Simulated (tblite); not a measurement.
Compound: C₆H₂N₂P₂.
InChI=1S/C6H2N2P2/c7-1-5-3-9-4-10-6(5)2-8/h3-4H

Computed values, GFN2-xTB/tblite, gas phase, harmonic and unscaled. Errors from tens to a few hundred cm⁻¹ against measured bands are possible.

Harmonic wavenumbers (cm⁻¹): 59.9, 104.9, 114.3, 150.6, 217.6, 233.7, 300.2, 340.7, 405.0, 496.8, 502.9, 506.0, 521.1, 629.5, 636.3, 752.2, 758.4, 818.4, 866.9, 980.8, 1023.8, 1141.5, 1189.9, 1238.4, 1393.6, 1436.1, 2352.2, 2374.0, 3001.8, 3035.9.

A = 1534, B = 909.8, C = 571.1 MHz; mass 163.969 u (most abundant isotopes); point group Cs, symmetry number 1.

What is the zero-point energy?

Half the sum of the wavenumbers: 13792 cm⁻¹ = 164.99 kJ/mol.

What is S at 298.15 K and 1 bar for an ideal gas of classical rigid rotors and harmonic oscillators?

Translation 172.46, rotation 127.10, vibration 107.27: S = 406.8 J/(mol K).

And Cp and H(298.15 K) − H(0)?

Cp = 146.96 J/(mol K), of which vibrations give 113.70 (their classical limit is 30 R = 249.4); H(298.15 K) − H(0) = 27.38 kJ/mol without the zero-point energy, 17.46 from vibrations.

Blend soft modes into free rotors: weight 1/[1 + (100 cm⁻¹/ν̃)⁴] for the oscillator and the rest for a rotor with moment μB/(μ + B), μ = h/(8π²ν), B = 10⁻⁴⁴ kg m². What vibrational entropy results?

101.38 J/(mol K) in place of 107.27, which changes −T·S at 298.15 K by +1.76 kJ/mol.

How do the functions run with temperature in this model?

```tsv
T (K)	S (J/(mol K))	Cp (J/(mol K))	H − H(0) (kJ/mol)	G − H(0) (kJ/mol)	ln q(vib)
100	291.3	73.6	5.10	-24.03	1.24
200	354.9	113.9	14.51	-56.47	3.53
300	407.7	147.5	27.65	-94.67	5.90
500	494.7	192.5	62.08	-185.27	10.47
800	593.7	227.6	125.70	-349.28	16.53
1000	646.1	241.1	172.66	-473.41	20.07
```

q(vib) and H(0) count from the zero-point level.

Hindered rotation and anharmonicity are outside this model.
